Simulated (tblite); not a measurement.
Species: C6H7F2 (doublet state).
SMILES with atom numbers: `[CH:1]=[C:2]=[CH:3][C@@H:4]([CH3:5])[CH:6]([F:7])[F:8]` (hydrogens: H9 on C1; H10 on C3; H11 on C4; H12, H13, H14 on C5; H15 on C6)

Structure optimised with GFN2-xTB, isolated species. This method treats the open shell by occupation alone, without spin polarisation.

Task: List the bond lengths, angles and torsions at this level.

Result: 
```json
{"bond": "C1=C2", "length (bohr)": "2.301", "order": "double"}
{"bond": "C2=C3", "length (bohr)": "2.566", "order": "double"}
{"bond": "C3–C4", "length (bohr)": "2.819", "order": "single"}
{"bond": "C4–C5", "length (bohr)": "2.897", "order": "single"}
{"bond": "C4–C6", "length (bohr)": "2.905", "order": "single"}
{"bond": "C6–F7", "length (bohr)": "2.563", "order": "single"}
{"bond": "C6–F8", "length (bohr)": "2.559", "order": "single"}
{"bond": "C1–H9", "length (bohr)": "1.981", "order": "single"}
{"bond": "C3–H10", "length (bohr)": "2.039", "order": "single"}
{"bond": "C4–H11", "length (bohr)": "2.069", "order": "single"}
{"bond": "C5–H12, C5–H13, C5–H14", "length (bohr)": "2.055", "order": "single"}
{"bond": "C6–H15", "length (bohr)": "2.081", "order": "single"}
```

Bonds in one row agree within 0.02 bohr and their mean is given. Orders are formal, as drawn. A selection of angles:
```json
{"angle": "C1–C2–C3", "degrees": "178.8"}
{"angle": "C2–C3–C4", "degrees": "122.4"}
{"angle": "C3–C4–C5", "degrees": "111.2"}
{"angle": "C3–C4–C6", "degrees": "109.4"}
{"angle": "C5–C4–C6", "degrees": "109.6"}
{"angle": "C4–C6–F7", "degrees": "110.9"}
{"angle": "C4–C6–F8", "degrees": "111.4"}
{"angle": "F7–C6–F8", "degrees": "106.1"}
```

Torsions: C2–C3–C4–C5 126° (anticlinal); C3–C4–C6–F7 176° (antiperiplanar).

Of the pairs four or more bonds apart, F8···H14 is among the closest relative to their van der Waals radii: 2.54 Å, 95 % of the sum of Bondi's values. The C–C distances run from 1.218 Å (C1=C2, drawn double in a drawing that doesn't fit all lengths) to 1.537 Å (C4–C6, drawn single in a drawing that doesn't fit all lengths), a spread of 0.319 Å. C3 (carbon bonded to 2 C and H) is planar (angles 122.4°, 119.7° and 117.9°, sum 360.0°, 0.00 Å off the plane of its three neighbours).

Point group: C1 (no symmetry element, even within 0.4 Å). Its GFN2-xTB frequencies are all real (lowest 20 cm⁻¹).

One conformer stands for the species.

These are computed values.
